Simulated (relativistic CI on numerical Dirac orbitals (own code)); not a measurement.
## Mo IV: calculation against measurement

Calculated at this level of theory: Dirac-Coulomb-Breit CI, separate exchange-only KLI orbitals for each configuration, model QED (radiative potential, 1s self-energy scaled to tabulated hydrogen-like ionisation energies), valence Slater integrals scaled by 0.85, configuration energies shifted to the measured levels that pair with them (semi-empirical) (own radial code, finite nucleus).

Configurations in the expansion (outside the closed core [Ar] 3d10): 4s2 4p6 4d3, 4s2 4p6 4d2 5s, 4s2 4p6 4d2 5p, 4s2 4p6 4d2 4f, 4s2 4p6 4d 5s2, 4s2 4p6 4d2 6s, 4s2 4p6 4d2 5d, 4s2 4p6 4d 5s 5p, 4s2 4p5 4d4, 4s2 4p6 4d 4f2, 4s2 4p6 4d2 6p, 4s2 4p6 4d2 6d, 4s2 4p6 4d2 5f, 4s2 4p6 4d2 5g, 4s2 4p6 4d 5p2, 4s2 4p6 4d2 6f, 4s2 4p6 4d 5s 5d, 4s2 4p6 4d 4f 5s, 4s2 4p4 4d5, 4s2 4p5 4d3 4f, 4s2 4p6 4d 5p 5d, 4s2 4p6 4d 4f 5p, 4s 4p6 4d4. Levels of other configurations are missing.

```tsv
Configuration	Term (tabulated)	J	Measured (cm⁻¹)	Computed	Error	Purity (%)
4s2 4p6 4d3	4F	3/2	0.0	0	0	97
4s2 4p6 4d3	4F	5/2	778.0	737	-41	98
4s2 4p6 4d3	4F	7/2	1759.8	1665	-95	98
4s2 4p6 4d3	4F	9/2	2864.6	2716	-148	97
4s2 4p6 4d3	4P	3/2	10330.6	10017	-314	81
4s2 4p6 4d3	4P	1/2	10337.8	10032	-306	92
4s2 4p6 4d3	2G	7/2	11580.5	11618	38	98
4s2 4p6 4d3	4P	5/2	11612.0	11250	-362	97
4s2 4p6 4d3	2G	9/2	12310.8	12391	81	87
4s2 4p6 4d3	2P	1/2	14347.7	13755	-592	90
4s2 4p6 4d3	2H	9/2	15995.1	16468	472	88
4s2 4p6 4d3	2H	11/2	16357.5	16902	544	99
4s2 4p6 4d3	2D2	5/2	16809.3	15960	-850	96
4s2 4p6 4d3	2F	7/2	24787.0	24692	-95	97
4s2 4p6 4d3	2F	5/2	25100.4	24994	-107	97
4s2 4p6 4d3	2D1	5/2	38922.3	37506	-1416	97
4s2 4p6 4d2 5s	4F	3/2	60896.3	60409	-487	99
4s2 4p6 4d2 5s	4F	5/2	61626.2	61087	-539	98
4s2 4p6 4d2 5s	4F	7/2	62708.5	62089	-619	99
4s2 4p6 4d2 5s	4F	9/2	64046.5	63342	-704	99
4s2 4p6 4d2 5s	2F	5/2	69178.1	68448	-730	94
4s2 4p6 4d2 5s	2F	7/2	71358.3	70465	-893	97
4s2 4p6 4d2 5s	4P	1/2	71750.4	71990	240	99
4s2 4p6 4d2 5s	4P	3/2	72162.8	72358	195	93
4s2 4p6 4d2 5s	4P	5/2	72236.2	72392	156	69
4s2 4p6 4d2 5s	2D	3/2	74008.8	74055	46	89
4s2 4p6 4d2 5s	2D	5/2	74981.1	74935	-46	68
4s2 4p6 4d2 5s	2P	1/2	79898.8	80073	174	97
4s2 4p6 4d2 5s	2P	3/2	81052.2	81128	76	95
4s2 4p6 4d2 5s	2S	1/2	99783.8	100038	255	99
4s2 4p6 4d2 5p	4G°	5/2	109415.2	109577	161	83
4s2 4p6 4d2 5p	4G°	7/2	111339.5	111310	-30	90
4s2 4p6 4d2 5p	4F°	3/2	111760.0	111760	0	79
4s2 4p6 4d2 5p	4F°	5/2	112925.2	112874	-51	78
4s2 4p6 4d2 5p	4G°	9/2	113443.0	113249	-194	92
4s2 4p6 4d2 5p	4F°	7/2	114624.5	114298	-326	91
4s2 4p6 4d2 5p	2F°	7/2	115762.2	115670	-92	66
4s2 4p6 4d2 5p	4D°	1/2	115789.4	115623	-167	97
4s2 4p6 4d2 5p	4G°	11/2	115881.1	115508	-373	99
4s2 4p6 4d2 5p	4F°	9/2	115961.9	115553	-409	85
4s2 4p6 4d2 5p	4D°	5/2	116583.8	116450	-134	57
4s2 4p6 4d2 5p	4D°	3/2	116586.0	116501	-85	73
4s2 4p6 4d2 5p	2D°	5/2	117604.1	117651	47	58
4s2 4p6 4d2 5p	2S°	1/2	117922.6	119004	1082	93
4s2 4p6 4d2 5p	4D°	7/2	118080.2	117852	-229	68
4s2 4p6 4d2 5p	2G°	7/2	119002.3	118622	-381	94
4s2 4p6 4d2 5p	2G°	9/2	120645.0	120189	-456	89
4s2 4p6 4d2 5p	4S°	3/2	120823.5	121426	602	70
4s2 4p6 4d2 5p	4D°	1/2	122419.3	123056	637	98
4s2 4p6 4d2 5p	2F°	5/2	123534.2	123631	97	79
4s2 4p6 4d2 5p	2P°	1/2	124741.6	125158	416	89
4s2 4p6 4d2 5p	4D°	5/2	124789.8	125169	379	81
4s2 4p6 4d2 5p	2F°	7/2	124947.5	125037	89	61
4s2 4p6 4d2 5p	2D°	3/2	126243.2	126690	447	64
4s2 4p6 4d2 5p	2D°	5/2	126716.6	127125	408	64
4s2 4p6 4d2 5p	4P°	1/2	126760.5	127309	549	88
4s2 4p6 4d2 5p	2G°	9/2	126999.1	126863	-136	90
4s2 4p6 4d2 5p	4P°	3/2	127181.2	127701	520	87
4s2 4p6 4d2 5p	4P°	5/2	128897.8	129250	352	70
```

Measured levels from Sugar and Musgrove, J. Phys. Chem. Ref. Data 17, 155 (1988); pairs were made by configuration, J and term (by order where the table uses no LS term), so strongly mixed levels may be paired wrongly. Some J values or terms of the table were assigned by a fit.

Mean error by configuration (cm⁻¹): 4s2 4p6 4d3 -213; 4s2 4p6 4d2 5s -206; 4s2 4p6 4d2 5p 94. Over the excited levels the mean absolute error is 336 cm⁻¹ (58 of the 64 excited levels that our extract of the source holds in range could be paired, and the others can miss by more), and the median relative error of those above 1,000 cm⁻¹ is 0.33 %, both after the shifts were fitted to these levels, so that a configuration with one level shows no error. Some levels of the ground configuration have no partner.

Configurations whose levels could be paired with our table of measured levels were shifted onto them, all but the ground configuration, by the median error of their levels; single terms can still be off by 1,000 to 2,000 cm⁻¹ or more, and rates follow the energies as ν³ (E1, M1) or ν⁵ (E2). The others borrow a shift and can be off by several thousand cm⁻¹ or more. The fine structure of a lone outer electron comes out too small, for d and f at times inverted, and misplaced configurations move strength between like terms. 58 of the 64 excited levels that our extract of the measured tables holds in this range could be paired (the sources list more); they are missed by 336 cm⁻¹ on average and 1416 at most, after the shifts were fitted to these levels, and levels without a partner can miss by more. Some levels of the ground configuration have no partner and can miss by 10 % or more.

Shifts applied (cm⁻¹): 4s2 4p6 4d3 0; 4s2 4p6 4d2 5s -13832; 4s2 4p6 4d2 5p -12634.
